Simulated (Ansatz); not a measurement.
A further run on (CdS)2 ring (Cd2S2).

```yaml
crystal:
  periodic: [false, false, false]
  atoms:
    - {symbol: Cd, position_ang: [-0.680313, -0.737368, -0.957592]}
    - {symbol: S, position_ang: [1.767538, -0.575585, -0.812513]}
    - {symbol: Cd, position_ang: [0.680314, 0.737370, 0.957596]}
    - {symbol: S, position_ang: [-1.767539, 0.575592, 0.812509]}
basis:
  gaussian: {orbitals: def2-TZVP}
magnetization: {spin_polarized: true, initial_magnetization: 2}
hamiltonian: {xc: {name: B3LYP}, dispersion: d3bjatm}
scf: {omitted_lower_state_checks: [starts]}
```

```sh
$ ansatz run in.yaml --threads 2 --pin off --events-out ev --progress --plain --max-ram 4352MiB
```

Output, abridged:

```
Functional definition: B3LYP
1338 factors; their error is unknown
mean field evaluation 1: about -30800.3727 eV, gradient 2.9e1 eV
mean field evaluation 2: about -30789.1627 eV, gradient 5.5e1 eV
mean field evaluation 4: about -30805.0589 eV, gradient 1.7e0 eV
mean field evaluation 8: about -30805.0772 eV, gradient 4.8e-2 eV
mean field evaluation 16: about -30805.2341 eV, gradient 4.6e-4 eV
mean field evaluation 32: about -30805.4007 eV, gradient 3.5e-2 eV
mean field -30805.40073315 eV, -1132.0775962927 hartree, gradient 6.3e-6 eV, S^2 2.018944; 1 other end points of the search recorded, 0 dependent functions left out
reference -30805.40095125 eV, -1132.0776043076 hartree; 37, 35 occupied and 117, 119 virtual orbitals, 1338 factors
Total energy: -30805.81143525 eV, -1132.0926893164 hartree
Checks for a lower state left out: starts
```

It took 33 s on 2 threads of Arm Neoverse V2 on a shared host, peak host memory 0.92 GiB.

In the def2 sets Cd takes a core potential; there is no spin–orbit coupling. B3LYP takes the VWN-RPA correlation.
